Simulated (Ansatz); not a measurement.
`[F][W]([F])([F])([F])([Cl])[Cl]`. Total charge 0; spin multiplicity 1. W takes the def2 core potential.

```xyz
7

F    -0.583    1.677    0.482
W    -0.040   -0.004   -0.023
F     0.407   -1.697   -0.584
F    -1.742   -0.619    0.342
F    -0.641    0.359   -1.731
Cl    2.011    0.774   -0.582
Cl    0.587   -0.490    2.097
```

(1) What are the harmonic wavenumbers in cm⁻¹ at PBE0-D4/def2-TZVP (Ansatz, finite differences of forces, unscaled)? (Estimate.)

(2) Is this a minimum?

(3) Give the ideal-gas thermochemistry at 298.15 K and 1 bar (rigid rotor, harmonic oscillator; point group C2v, symmetry number 2).

(4) And at 400, 500, 600, 800 and 1000 K?

## Answers

(1) The calculation gave: 106, 119, 124, 193, 212, 232, 283, 288, 297, 389, 414, 671, 671, 708, 733.

(2) Yes, all 15 modes are real.

(3) Zero-point energy 32.5 kJ/mol; H(298) − E = 58.5 kJ/mol; entropy 395.8 J/(mol·K), of which translation 181.2, rotation 117.6, vibration 97.0; G(298) − E = -59.5 kJ/mol.

(4) 
```
T (K)  H − E (kJ/mol)  S (J/mol/K)  G − E (kJ/mol)
  400            72.1        435.1          -101.9
  500            86.3        466.7          -147.0
  600           101.0        493.4          -195.1
  800           131.1        536.7          -298.3
 1000           161.8        570.9          -409.2
```
